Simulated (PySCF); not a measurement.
A calculated (M06-L, PySCF 2.14, x2c-QZVPPall, scalar relativity by spin-free X2C-1e) atom or ion has these occupied shells.

```csv
shell,electrons,orbital energy (eV),"rms radius, mean of both spins (bohr)"
1s α,1,-87855.9,0.0181
1s β,1,-87855.9,0.0181
2s α,1,-15747.0,0.0730
2s β,1,-15747.0,0.0730
2p α,3,-13571.3,0.0673
2p β,3,-13571.3,0.0673
3s α,1,-3796.6,0.186
3s β,1,-3796.6,0.186
3p α,3,-3165.4,0.189
3p β,3,-3165.4,0.189
3d α,5,-2489.7,0.173
3d β,5,-2489.7,0.173
4s α,1,-867.99,0.408
4s β,1,-867.97,0.408
4p α,3,-658.68,0.435
4p β,3,-658.66,0.435
4d α,5,-406.89,0.462
4d β,5,-406.87,0.462
5s α,1,-145.74,0.910
5s β,1,-145.68,0.910
4f α,7,-134.17,0.497
4f β,7,-134.13,0.497
5p α,3,-88.222,1.04
5p β,3,-88.198,1.04
5d α,5,-21.656,1.40
5d β,5,-21.476,1.40
6s α,1,-12.084,2.51
6s β,1,-11.175,2.51
6p α,2,-3.634,3.55
```

(1) Name the element and its charge.

Results:

(1) Pb (lead, neutral), in [Xe] 4f14 5d10 6s2 6p2, high-spin 3P determinant.
